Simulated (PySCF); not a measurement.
C5H6O, SMILES C=C(OC)C#C.

The structure is a stationary point at B3LYP-D3(BJ)/def2-SVP. Other conformers were not sampled.

These are B3LYP-D3(BJ)/def2-SVP run with PySCF values and carry that method's errors.

Frequencies are harmonic and unscaled.

| mode | ν (cm⁻¹) | IR (km/mol) | Raman (Å⁴/amu) | depolarisation | moving atoms (share of kinetic energy) |
|---|---|---|---|---|---|
| 1 | 30 | 4.3 | 1.2 | 0.75 | O 38 %, H 33 %, C 29 % |
| 2 | 169 | 0.7 | 10.1 | 0.75 | C 75 %, H 22 % |
| 3 | 186 | 2.4 | 0.7 | 0.75 | H 86 %, O 9 % |
| 4 | 285 | 1.7 | 2.4 | 0.75 | C 73 %, H 22 % |
| 5 | 316 | 1.8 | 4.8 | 0.54 | C 60 %, H 31 %, O 9 % |
| 6 | 460 | 9.0 | 4.9 | 0.74 | C 62 %, H 26 %, O 12 % |
| 7 | 622 | 0.2 | 2.5 | 0.37 | C 63 %, O 24 %, H 13 % |
| 8 | 652 | 0.1 | 8.8 | 0.75 | C 85 %, H 12 % |
| 9 | 663 | 37.7 | 3.1 | 0.75 | H 78 %, C 22 % |
| 10 | 705 | 0.0 | 5.6 | 0.75 | H 92 % |
| 11 | 722 | 28.7 | 1.0 | 0.59 | H 75 %, C 25 % |
| 12 | 781 | 3.5 | 12.1 | 0.16 | C 71 %, O 16 %, H 12 % |
| 13 | 850 | 50.6 | 4.3 | 0.75 | H 67 %, C 33 % |
| 14 | 914 | 7.9 | 1.1 | 0.33 | H 53 %, C 38 %, O 9 % |
| 15 | 1152 | 94.4 | 0.5 | 0.27 | O 47 %, C 39 %, H 14 % |
| 16 | 1170 | 0.6 | 3.0 | 0.75 | H 77 %, C 18 % |
| 17 | 1197 | 1.0 | 1.1 | 0.58 | H 69 %, C 27 % |
| 18 | 1319 | 281.0 | 7.4 | 0.29 | C 65 %, O 20 %, H 15 % |
| 19 | 1390 | 8.2 | 31.8 | 0.44 | H 83 %, C 16 % |
| 20 | 1463 | 6.6 | 20.5 | 0.75 | H 97 % |
| 21 | 1471 | 16.7 | 11.5 | 0.74 | H 88 %, C 9 % |
| 22 | 1482 | 16.5 | 8.3 | 0.74 | H 91 %, C 8 % |
| 23 | 1683 | 110.4 | 95.3 | 0.22 | C 90 %, H 9 % |
| 24 | 2209 | 5.6 | 268.5 | 0.27 | C 91 %, H 9 % |
| 25 | 3013 | 49.5 | 129.1 | 0.01 | H 97 % |
| 26 | 3090 | 30.5 | 55.4 | 0.75 | H 90 %, C 10 % |
| 27 | 3144 | 19.2 | 111.2 | 0.56 | H 91 %, C 9 % |
| 28 | 3172 | 1.3 | 115.2 | 0.13 | H 95 % |
| 29 | 3286 | 0.3 | 82.0 | 0.75 | H 89 %, C 11 % |
| 30 | 3469 | 82.1 | 31.2 | 0.24 | H 86 %, C 14 % |
